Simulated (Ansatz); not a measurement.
A displaced shape of singlet Cu2:

```yaml
atoms:
  - { symbol: Cu, position_ang: [0.0320, -0.0343, -1.0988] }
  - { symbol: Cu, position_ang: [-0.0172, 0.0427, 1.1356] }
```

It was optimised with PBE0/def2-SVP in Ansatz (development build ahead of 0.2.0) to forces under 0.001 eV/Å, with restricted orbitals. Each step stands on the lowest determinant of that kind that the program's search found.

What shape does it relax to, and how does the optimisation go?

```xyz
2

Cu    0.0319   -0.0343   -1.0968
Cu   -0.0171    0.0427    1.1336
```

Bond lengths: Cu1–Cu2 2.232 Å.

```json
{"step": "1", "E − E(start) (eV)": "0.0000", "largest force (eV/Å)": "0.0322"}
{"step": "2", "E − E(start) (eV)": "0.0000", "largest force (eV/Å)": "0.0163"}
{"step": "3", "E − E(start) (eV)": "-0.0001", "largest force (eV/Å)": "0.0001"}
```

The optimisation ended after 3 steps with its threshold met.
